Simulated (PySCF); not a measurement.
4-methylpyridazine, C5H6N2.
SMILES: `Cc1ccnnc1`

A PySCF run (density fitting, gas phase, GFN2-xTB geometry) gave HOMO -8.13 eV, LUMO -0.16 eV, dipole 4.80 D and E = -303.376 Eh.

Question: Which of these levels was it?
A. BHandHLYP/pcSseg-1
B. PBE0/def2-SVPD
C. PBE0/pcSseg-1

Answer: A. It is BHandHLYP/pcSseg-1. All candidates on this geometry:

| level and settings | kind | basis functions | SCF cycles | E (Eh) | HOMO (eV) | LUMO (eV) | dipole (D) |
| --- | --- | --- | --- | --- | --- | --- | --- |
| PBE0/def2-SVPD | global hybrid | 188 | 14 | -303.0432 | -6.51 | -1.31 | 4.69 |
| PBE0/pcSseg-1 | global hybrid | 149 | 14 | -303.2108 | -6.55 | -1.27 | 4.72 |
| BHandHLYP/pcSseg-1, grid level 3 | global hybrid | 149 | 13 | -303.3765 | -8.13 | -0.16 | 4.80 |

The nearest other candidate, by the summed differences of HOMO and LUMO, is PBE0/pcSseg-1: its HOMO differs by +1.58 eV and its LUMO by -1.11 eV. Cycle counts include a coarse-grid stage where the run had one.
